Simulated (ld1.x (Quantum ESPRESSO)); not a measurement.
## copper (Cu): variants of one RRKJ potential

Base potential:

Cu, norm-conserving RRKJ (Kleinman–Bylander form), made with ld1.x (Quantum ESPRESSO) 7.5 (PBE, scalar-relativistic). Core [Ne] 3s2, reference 3p6 3d9 4s2 4p0. Waves: 3p (bound): rc 0.80 bohr; 3d (bound): rc 1.55 bohr; 4s (bound): rc 1.70 bohr. Local part: the s channel. Core correction: a·sin(br)/r model core, default radius (core density twice the valence density). rho0 = 0.001.

All-electron outer shells of the reference configuration (PBE, scalar-relativistic, ld1.x):

```csv
shell,level (eV),outermost node (bohr),outermost maximum (bohr)
2p,-922.70,–,0.16
3s,-120.00,0.29,0.61
3p,-77.31,0.26,0.62
3d,-9.52,–,0.60
4s,-5.81,0.88,2.16
4p,-1.17,0.96,3.14
```

Cutoffs, loose and tight: the cutoffs (Ry, on a coarse ladder) from which the occupation-weighted sum of valence levels, in a spherical-Bessel basis at the reference potential, stays within 10 and 1 mRy of its value at 400 Ry. They do not see the model core or the augmentation charge, which bear on the density cutoff. Test errors are all-electron minus pseudo excitation energies from the reference, over the configurations 3p6 3d10 4s1 4p0; 3p6 3d10 4s0 4p0; 3p6 3d9 4s0 4p0; 3p6 3d10 4s0 4p1; 3p6 3d9 4s1 4p0; 3p6 3d7 4s0 4p0; 3p6 3d10 4s0.5 4p0. A dash means not determined; rows that change the core or the reference have their own tests. The largest error is taken over the tests solved by every variant that gives reliable tests at all: 3p6 3d10 4s0 4p0; 3p6 3d10 4s0.5 4p0; 3p6 3d7 4s0 4p0; 3p6 3d9 4s0 4p0; 3p6 3d9 4s1 4p0.

The default core radius of the base comes out at 0.33 bohr.

| change | outcome | cutoff, loose | cutoff, tight | bound ghosts | largest test error (meV) |
| --- | --- | --- | --- | --- | --- |
| base | generated | 230 Ry | over 300 Ry | none | -515 |
| core correction a·sin(br)/r model core inside 0.34 bohr | generated | 230 Ry | over 300 Ry | none | -515 |
| core correction a·sin(br)/r model core inside 0.44 bohr | generated | 230 Ry | over 300 Ry | none | -515 |
| core correction a·sin(br)/r model core inside 0.52 bohr | generated | 230 Ry | over 300 Ry | none | -516 |
| core correction a·sin(br)/r model core inside 0.60 bohr | generated | 230 Ry | over 300 Ry | none | -516 |
| core correction a·sin(br)/r model core inside 0.72 bohr | generated | 230 Ry | over 300 Ry | none | -516 |
| core correction a·sin(br)/r model core inside 0.78 bohr | generated | 230 Ry | over 300 Ry | none | -516 |
| core correction a·sin(br)/r model core inside 0.90 bohr | generated | 230 Ry | over 300 Ry | none | -516 |
| core correction a·sin(br)/r model core inside 0.94 bohr | generated | 230 Ry | over 300 Ry | none | -515 |

Problem. What comes out with this change to the base: core correction none?

Solution. outcome: generated; cutoff, loose: 230 Ry; cutoff, tight: over 300 Ry; bound ghosts: none; largest test error (meV): -433.
